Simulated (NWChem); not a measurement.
# C$_{2}$H$_{4}$Cl$_{2}$Si; SMILES ClC(=C[SiH3])Cl

```xyz
9

Si     0.4013    -2.3134     0.0000
C      0.9780    -0.5280     0.0000
C      0.1503     0.5209     0.0000
Cl    -1.5695     0.3460     0.0000
Cl     0.6790     2.1619     0.0000
H     -0.4149    -2.6074    -1.2155
H     -0.4149    -2.6074     1.2155
H      1.6145    -3.1830     0.0000
H      2.0474    -0.2944     0.0000
```
Atoms are numbered in this order, from 1.

Level: PBE0/def2-SVP (NWChem), optimised geometry, unscaled harmonic frequencies. 

**Question.** List the harmonic frequencies with IR intensities, and the thermochemistry.

**Answer.** 
```csv
frequency (cm⁻¹),IR intensity (km/mol)
106,0.0
135,0.9
151,0.0
286,2.4
361,4.6
503,3.7
555,48.0
649,21.1
693,4.4
789,6.7
820,40.9
912,134.0
922,312.0
941,49.0
942,33.9
1205,32.0
1664,208.2
2239,59.6
2241,96.5
2248,109.6
3206,3.8
```

```yaml
zero_point_energy: 30.8 kcal/mol
thermal correction to the enthalpy at 298.15 K (with zero-point energy): 35.6 kcal/mol
heat capacity Cv: 22.5 cal/(mol K)
entropy at 298.15 K and 1 atm (symmetry number 1): 83.0 cal/(mol K)
dipole_moment: 0.72 D
```

Rigid rotor and harmonic oscillator.
